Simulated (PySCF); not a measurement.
Computed IR spectrum (relative IR intensity) of a molecule H9N3Si2. Geometry: B3LYP-D3(BJ)/def2-SVP. Other conformers were not sampled. Method: B3LYP-D3(BJ)/def2-SVP in PySCF 2.14.0. Frequencies are harmonic and unscaled.

ν (cm⁻¹): 213 (vw), 310 (vw), 312 (w), 373 (s), 509 (w), 581 (w), 702 (w), 790 (m), 857 (w), 863 (w), 887 (m), 929 (vs), 988 (m), 996 (w), 1204 (s), 1538 (w), 2187 (w), 2197 (m), 2200 (w), 2213 (m), 3548 (vw), 3568 (w), 3663 (w) (against the strongest line: vs over 80 %, s over 45 %, m over 15 %, w over 4 %, vw less)

Q: Which structure fits?
A) N[SiH2]N[SiH2]N
B) N[SiH](N)N[SiH3]
C) N[Si](N)(N)[SiH3]
D) N[SiH2][SiH](N)N

A: A, N[SiH2]N[SiH2]N
